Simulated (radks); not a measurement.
Valence configurations of the nickel ion Ni+ (all share [Ar]). All-electron calculation, Dirac Kohn-Sham, PBE, spin-unpolarised, spherical densities, point nucleus; open shells fill j = l - 1/2 first. Program: a radial shooting solver on a logarithmic mesh with Libxc functionals. Energies are relative to 3d9; eigenvalues in eV.

[
 {"valence": "3d9", "E (eV)": "0.000", "e(3d3/2)": "-13.087", "e(3d5/2)": "-12.866", "e(4p1/2)": "-", "e(4s1/2)": "-"},
 {"valence": "3d8.5 4s0.5", "E (eV)": "1.038", "e(3d3/2)": "-15.417", "e(3d5/2)": "-15.186", "e(4p1/2)": "-", "e(4s1/2)": "-12.327"},
 {"valence": "3d8 4s1", "E (eV)": "2.900", "e(3d3/2)": "-18.049", "e(3d5/2)": "-17.808", "e(4p1/2)": "-", "e(4s1/2)": "-13.181"},
 {"valence": "3d8.5 4p0.5", "E (eV)": "3.679", "e(3d3/2)": "-16.209", "e(3d5/2)": "-15.977", "e(4p1/2)": "-7.516", "e(4s1/2)": "-"},
 {"valence": "3d8 4p1", "E (eV)": "8.510", "e(3d3/2)": "-19.600", "e(3d5/2)": "-19.357", "e(4p1/2)": "-8.452", "e(4s1/2)": "-"},
 {"valence": "3d7 4s2", "E (eV)": "9.573", "e(3d3/2)": "-24.127", "e(3d5/2)": "-23.863", "e(4p1/2)": "-", "e(4s1/2)": "-14.988"},
 {"valence": "3d7.5 4p1.5", "E (eV)": "14.626", "e(3d3/2)": "-23.224", "e(3d5/2)": "-22.970", "e(4p1/2)": "-9.369", "e(4s1/2)": "-"},
 {"valence": "3d7 4s1 4p1", "E (eV)": "15.791", "e(3d3/2)": "-25.632", "e(3d5/2)": "-25.367", "e(4p1/2)": "-9.580", "e(4s1/2)": "-15.872"},
 {"valence": "3d7 4s0.5 4p1.5", "E (eV)": "18.954", "e(3d3/2)": "-26.353", "e(3d5/2)": "-26.087", "e(4p1/2)": "-9.926", "e(4s1/2)": "-16.286"},
 {"valence": "3d6.5 4s1 4p1.5", "E (eV)": "24.464", "e(3d3/2)": "-29.709", "e(3d5/2)": "-29.432", "e(4p1/2)": "-10.493", "e(4s1/2)": "-17.160"}
]

NIST lists [Ar] 3d9 as the ground configuration; this level of theory agrees among the configurations tried. The energies are those of spherical spin-averaged densities, not of single terms.
